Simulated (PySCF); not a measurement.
# Bi²⁺: ionisation energy

Bi²⁺ [Xe] 4f14 5d10 6s2 6p1 (2P) → Bi³⁺ [Xe] 4f14 5d10 6s2 (1S), as a difference of total energies. Calculation: PySCF 2.14, in aug-cc-pwCVTZ-DK3 with one added diffuse shell each of s, d, f type (12s10p9d6f1g, 138 functions); scalar relativity by spin-free X2C-1e. The calculations carry no spin-orbit coupling.

| method | ionisation energy (eV) | difference from reference (eV) |
| --- | --- | --- |
| UHF | 23.088 | -2.483 |
| M06-L | 23.216 | -2.355 |
| B3LYP | 23.818 | -1.753 |

Reference: 25.571 eV (measured; NIST Atomic Spectra Database, ionization energies).

The reference lies between the lowest fine-structure levels, while these numbers refer to the centres of the terms.
